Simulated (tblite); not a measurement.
A geometry optimisation, step by step.

Species: C₃H₇BrO₂Si₂.
SMILES with atom numbers: `[SiH3:1][C@@H:2]1[O:3][SiH2:4][O:5]/[C:6]1=[CH:7]\[Br:8]` (hydrogens: H9, H10, H11 on Si1; H12 on C2; H13, H14 on Si4; H15 on C7)

Computed with GFN2-xTB (tblite), gas phase: L-BFGS steps from a force-field or distance-geometry start until the largest atomic force falls under 0.01 eV/Å. 11 of its 121 geometries are shown.

Step 0: E = -700.0349 eV, largest atomic force 3.312 eV/Å
```
atom  x, y, z in Å  |  force x, y, z in eV/Å
Si1     1.920   -0.666   -0.295    0.938  -0.889  -0.674
C2      0.171   -0.585    0.395    1.809  -0.273   1.222
O3     -0.576   -1.448   -0.367   -3.276   0.376  -0.306
Si4    -2.189   -0.799   -0.349    0.953   0.170   0.160
O5     -1.802    0.722    0.401    0.999  -1.792  -1.165
C6     -0.417    0.751    0.388   -0.268   2.150   0.512
C7      0.344    1.871    0.372   -1.477  -0.774   0.118
Br8    -0.453    3.602    0.362    0.234  -0.328   0.032
H9      2.222    0.530   -1.056    0.154   0.112  -0.209
H10     2.872   -0.862    0.805   -0.042   0.106  -0.022
H11     2.014   -1.814   -1.235   -0.101   0.306   0.361
H12     0.226   -0.946    1.459   -0.329   0.139  -0.415
H13    -3.128   -1.601    0.447    0.424   0.362   0.026
H14    -2.629   -0.575   -1.725    0.237   0.046   0.226
H15     1.419    1.827    0.377   -0.256   0.289   0.134
```

Step 12: E = -700.6355 eV, largest atomic force 0.238 eV/Å
```
atom  x, y, z in Å  |  force x, y, z in eV/Å
Si1     1.969   -0.753   -0.370   -0.038   0.076  -0.002
C2      0.215   -0.605    0.402    0.148   0.040   0.000
O3     -0.679   -1.459   -0.305    0.034   0.139   0.024
Si4    -2.177   -0.808   -0.391    0.043   0.121   0.069
O5     -1.764    0.669    0.239    0.199   0.117  -0.057
C6     -0.429    0.769    0.398    0.086  -0.154   0.069
C7      0.247    1.911    0.465    0.013  -0.081  -0.023
Br8    -0.546    3.626    0.375   -0.080  -0.149   0.040
H9      2.303    0.450   -1.127   -0.055   0.030  -0.103
H10     2.908   -0.836    0.751    0.013  -0.062   0.016
H11     2.021   -1.917   -1.241   -0.046  -0.075   0.038
H12     0.254   -0.980    1.441   -0.053   0.194  -0.116
H13    -3.067   -1.446    0.555   -0.131  -0.026   0.012
H14    -2.578   -0.555   -1.758   -0.022  -0.133  -0.083
H15     1.321    1.944    0.545   -0.111  -0.036   0.115
```

Step 24: E = -700.7176 eV, largest atomic force 0.182 eV/Å
```
atom  x, y, z in Å  |  force x, y, z in eV/Å
Si1     1.974   -0.788   -0.433    0.082  -0.063  -0.055
C2      0.255   -0.582    0.386   -0.028  -0.034   0.025
O3     -0.668   -1.452   -0.248    0.016  -0.091  -0.099
Si4    -2.147   -0.779   -0.413   -0.043  -0.009  -0.024
O5     -1.675    0.734    0.049   -0.007   0.052  -0.083
C6     -0.367    0.788    0.353   -0.040   0.079   0.119
C7      0.246    1.941    0.591   -0.025   0.040  -0.052
Br8    -0.735    3.560    0.468    0.136  -0.068   0.063
H9      2.266    0.357   -1.301   -0.053  -0.062   0.041
H10     2.946   -0.854    0.670   -0.037   0.048  -0.095
H11     1.957   -2.045   -1.181   -0.011   0.082   0.037
H12     0.309   -0.909    1.430    0.075   0.082   0.144
H13    -3.097   -1.268    0.569   -0.028  -0.014   0.039
H14    -2.558   -0.742   -1.800    0.048  -0.024  -0.055
H15     1.287    2.045    0.839   -0.084  -0.019  -0.006
```

Step 36: E = -700.7569 eV, largest atomic force 0.196 eV/Å
```
atom  x, y, z in Å  |  force x, y, z in eV/Å
Si1     1.930   -0.807   -0.473   -0.050   0.067   0.009
C2      0.258   -0.546    0.434   -0.023  -0.083  -0.006
O3     -0.662   -1.470   -0.121    0.014  -0.074  -0.014
Si4    -2.109   -0.797   -0.463   -0.002   0.007   0.021
O5     -1.629    0.756   -0.157   -0.072   0.042  -0.021
C6     -0.377    0.817    0.319   -0.016  -0.195  -0.018
C7      0.223    1.945    0.665    0.029   0.040   0.066
Br8    -0.670    3.603    0.618    0.025   0.053  -0.050
H9      2.110    0.287   -1.423    0.002   0.042  -0.065
H10     2.994   -0.767    0.531    0.006   0.009   0.018
H11     1.872   -2.098   -1.147   -0.007  -0.020   0.017
H12     0.351   -0.784    1.502    0.057   0.016  -0.001
H13    -3.100   -1.161    0.535   -0.069  -0.005  -0.023
H14    -2.428   -0.935   -1.868    0.029   0.016   0.009
H15     1.232    1.965    1.026    0.077   0.085   0.056
```

Step 48: E = -700.7785 eV, largest atomic force 0.120 eV/Å
```
atom  x, y, z in Å  |  force x, y, z in eV/Å
Si1     1.888   -0.773   -0.523   -0.049  -0.049   0.021
C2      0.258   -0.559    0.476   -0.024  -0.040  -0.015
O3     -0.687   -1.498   -0.004   -0.066  -0.022   0.015
Si4    -2.095   -0.810   -0.470    0.070   0.050  -0.013
O5     -1.597    0.749   -0.211    0.093  -0.015   0.075
C6     -0.374    0.802    0.344    0.001   0.018   0.081
C7      0.221    1.922    0.738    0.031  -0.044  -0.012
Br8    -0.582    3.619    0.570   -0.040   0.010  -0.023
H9      2.003    0.276   -1.536   -0.045  -0.016   0.000
H10     2.979   -0.660    0.445    0.047   0.042  -0.001
H11     1.836   -2.108   -1.105    0.019  -0.003  -0.034
H12     0.443   -0.785    1.536   -0.063   0.067  -0.051
H13    -3.189   -1.111    0.441    0.055   0.008  -0.019
H14    -2.313   -0.987   -1.892    0.012   0.001  -0.009
H15     1.205    1.931    1.171   -0.041  -0.006  -0.015
```

Step 60: E = -700.7962 eV, largest atomic force 0.115 eV/Å
```
atom  x, y, z in Å  |  force x, y, z in eV/Å
Si1     1.814   -0.786   -0.561    0.043   0.052   0.009
C2      0.259   -0.587    0.552   -0.063   0.048   0.010
O3     -0.727   -1.517    0.144   -0.016   0.067  -0.032
Si4    -2.040   -0.790   -0.504   -0.054  -0.080  -0.022
O5     -1.518    0.759   -0.250    0.090  -0.071  -0.004
C6     -0.338    0.785    0.391   -0.077  -0.003   0.058
C7      0.233    1.902    0.824    0.044   0.047  -0.014
Br8    -0.540    3.596    0.514    0.005  -0.019   0.032
H9      1.749    0.186   -1.651   -0.046   0.007  -0.022
H10     2.973   -0.482    0.281   -0.002  -0.014   0.005
H11     1.828   -2.142   -1.088    0.001  -0.078   0.034
H12     0.483   -0.774    1.609    0.020  -0.026  -0.041
H13    -3.223   -1.025    0.305    0.030   0.003  -0.003
H14    -2.129   -1.029   -1.934    0.023   0.040   0.014
H15     1.171    1.913    1.346    0.002   0.030  -0.022
```

Step 72: E = -700.8056 eV, largest atomic force 0.086 eV/Å
```
atom  x, y, z in Å  |  force x, y, z in eV/Å
Si1     1.784   -0.796   -0.578    0.040   0.040  -0.007
C2      0.262   -0.592    0.574    0.012   0.021  -0.010
O3     -0.731   -1.513    0.163    0.001   0.001   0.005
Si4    -2.016   -0.780   -0.529   -0.003   0.007   0.075
O5     -1.491    0.762   -0.243   -0.004   0.000  -0.020
C6     -0.325    0.783    0.421   -0.057  -0.015   0.006
C7      0.242    1.905    0.847   -0.028  -0.020  -0.004
Br8    -0.553    3.585    0.527    0.006   0.026   0.019
H9      1.595    0.115   -1.711    0.030  -0.080   0.006
H10     2.962   -0.407    0.202   -0.016   0.026  -0.025
H11     1.839   -2.193   -0.990    0.001  -0.005  -0.008
H12     0.509   -0.796    1.619   -0.030  -0.009   0.002
H13    -3.214   -1.011    0.260    0.019  -0.014  -0.064
H14    -2.039   -0.987   -1.967   -0.029   0.007   0.007
H15     1.171    1.931    1.382    0.058   0.014   0.017
```

Step 84: E = -700.8212 eV, largest atomic force 0.071 eV/Å
```
atom  x, y, z in Å  |  force x, y, z in eV/Å
Si1     1.759   -0.831   -0.596   -0.018   0.015   0.000
C2      0.270   -0.575    0.583   -0.010  -0.006  -0.010
O3     -0.723   -1.492    0.160   -0.015   0.022  -0.005
Si4    -1.987   -0.748   -0.558    0.013  -0.015  -0.022
O5     -1.500    0.787   -0.183    0.004   0.016  -0.012
C6     -0.321    0.801    0.462    0.003   0.013   0.000
C7      0.252    1.918    0.897   -0.016  -0.009   0.025
Br8    -0.562    3.604    0.651    0.012  -0.018  -0.006
H9      1.439   -0.205   -1.876   -0.027   0.008  -0.029
H10     2.922   -0.179    0.001    0.031   0.016   0.038
H11     1.899   -2.274   -0.740    0.062  -0.033   0.007
H12     0.517   -0.799    1.625    0.004   0.002  -0.011
H13    -3.212   -1.071    0.144   -0.007   0.024   0.010
H14    -1.949   -0.873   -2.008   -0.023  -0.004   0.033
H15     1.192    1.944    1.415   -0.013  -0.032  -0.019
```

Step 96: E = -700.8288 eV, largest atomic force 0.063 eV/Å
```
atom  x, y, z in Å  |  force x, y, z in eV/Å
Si1     1.774   -0.839   -0.601   -0.030  -0.032   0.045
C2      0.269   -0.576    0.559    0.005  -0.008   0.015
O3     -0.729   -1.485    0.129   -0.003  -0.001  -0.020
Si4    -1.999   -0.728   -0.566   -0.020   0.016  -0.005
O5     -1.501    0.802   -0.185    0.019  -0.002  -0.008
C6     -0.320    0.803    0.455   -0.001  -0.012  -0.001
C7      0.248    1.908    0.923    0.025  -0.006  -0.020
Br8    -0.562    3.599    0.710    0.004   0.011   0.001
H9      1.373   -0.389   -1.931    0.020   0.048  -0.036
H10     2.888   -0.064   -0.056   -0.012   0.037  -0.023
H11     2.058   -2.271   -0.615   -0.001   0.004   0.025
H12     0.515   -0.804    1.601   -0.014  -0.027  -0.008
H13    -3.224   -1.037    0.144    0.019   0.007   0.013
H14    -1.990   -0.830   -2.017   -0.005  -0.026   0.012
H15     1.196    1.919    1.429   -0.007  -0.009   0.009
```

Step 108: E = -700.8344 eV, largest atomic force 0.035 eV/Å
```
atom  x, y, z in Å  |  force x, y, z in eV/Å
Si1     1.778   -0.829   -0.598   -0.012  -0.002   0.020
C2      0.257   -0.592    0.545   -0.006  -0.015  -0.001
O3     -0.741   -1.491    0.094   -0.013   0.020  -0.005
Si4    -2.019   -0.717   -0.569    0.006  -0.014  -0.003
O5     -1.491    0.808   -0.206    0.009  -0.005   0.005
C6     -0.318    0.792    0.446    0.013   0.001   0.000
C7      0.266    1.885    0.923   -0.013   0.001   0.021
Br8    -0.514    3.592    0.730   -0.004   0.009  -0.012
H9      1.370   -0.470   -1.952   -0.009   0.008  -0.033
H10     2.826    0.066   -0.110    0.020   0.019   0.013
H11     2.165   -2.234   -0.517   -0.007  -0.006   0.003
H12     0.488   -0.836    1.586    0.000  -0.003   0.008
H13    -3.234   -0.998    0.171    0.010   0.002   0.016
H14    -2.040   -0.843   -2.015   -0.006  -0.004  -0.024
H15     1.201    1.873    1.450    0.012  -0.009  -0.009
```

Step 120: E = -700.8351 eV, largest atomic force 0.008 eV/Å
```
atom  x, y, z in Å  |  force x, y, z in eV/Å
Si1     1.783   -0.821   -0.592    0.000   0.000  -0.007
C2      0.255   -0.596    0.542    0.004   0.001   0.001
O3     -0.738   -1.494    0.081   -0.001  -0.002   0.003
Si4    -2.023   -0.721   -0.568   -0.005   0.005  -0.004
O5     -1.492    0.804   -0.210   -0.003   0.003  -0.005
C6     -0.319    0.789    0.442   -0.006  -0.005   0.002
C7      0.265    1.882    0.918    0.005  -0.001   0.000
Br8    -0.508    3.591    0.712   -0.001   0.000  -0.001
H9      1.392   -0.430   -1.944    0.000   0.000   0.002
H10     2.833    0.056   -0.073    0.005   0.000   0.001
H11     2.153   -2.232   -0.536    0.001   0.000   0.002
H12     0.480   -0.843    1.585   -0.003   0.000   0.001
H13    -3.226   -0.996    0.194    0.000  -0.004   0.000
H14    -2.064   -0.850   -2.014    0.000   0.000   0.003
H15     1.204    1.869    1.440    0.003   0.003   0.002
```

Question: Summarise the path.

Answer: The energy falls by 77.20 kJ/mol from step 0 to step 120; nine tenths of that is first reached at step 35. It never rises by more than 0.2 meV. The largest force goes from 3.312 to 0.008 eV/Å. Among the bonds O3–Si4 changes most, from 1.739 to 1.634 Å; the atoms move by 0.742 Å rms after alignment.

Question: Follow the three bonds and two angles with the largest change from start to end.

Answer: 
```
step  E above end (kJ/mol)  largest force (eV/Å)  O3–Si4 (Å)  Si4–O5 (Å)  C2–O3 (Å)  Si4–O5–C6 (°)  C2–O3–Si4 (°)
   0                 77.20                 3.312       1.739       1.740      1.372          103.7          105.3
   5                 28.69                 0.299       1.638       1.660      1.414          110.7          111.8
  10                 21.27                 0.309       1.637       1.660      1.430          110.3          111.0
  16                 15.30                 0.289       1.635       1.652      1.419          111.7          112.1
  21                 12.63                 0.138       1.637       1.652      1.421          111.7          112.1
  26                 10.67                 0.177       1.635       1.653      1.422          112.6          112.3
  31                  9.42                 0.158       1.635       1.651      1.419          112.4          112.7
  37                  7.39                 0.079       1.634       1.656      1.417          112.1          112.8
  42                  6.70                 0.129       1.632       1.654      1.416          111.9          112.3
  47                  5.68                 0.118       1.634       1.658      1.416          112.1          113.2
  52                  4.91                 0.109       1.633       1.656      1.416          112.1          112.8
  57                  4.22                 0.076       1.634       1.656      1.415          111.9          112.9
  63                  3.43                 0.066       1.633       1.655      1.415          112.1          112.6
  68                  3.08                 0.041       1.633       1.654      1.415          111.9          112.3
  73                  2.75                 0.091       1.635       1.654      1.416          112.2          112.5
  78                  2.02                 0.128       1.632       1.655      1.415          111.8          112.1
  83                  1.40                 0.059       1.635       1.653      1.417          112.2          112.2
  89                  1.09                 0.059       1.633       1.655      1.416          112.1          112.4
  94                  0.77                 0.071       1.633       1.653      1.416          111.8          112.1
  99                  0.50                 0.063       1.635       1.654      1.417          112.3          112.5
 104                  0.15                 0.038       1.633       1.654      1.416          112.0          112.4
 110                  0.03                 0.025       1.633       1.654      1.415          112.0          112.4
 115                  0.01                 0.012       1.634       1.654      1.416          112.0          112.4
 120                  0.00                 0.008       1.634       1.654      1.416          112.0          112.4
```

What follows is the cost of the whole relaxation. Hardware: Arm Neoverse N1, one thread, shared host. Cost: 1.8 s.
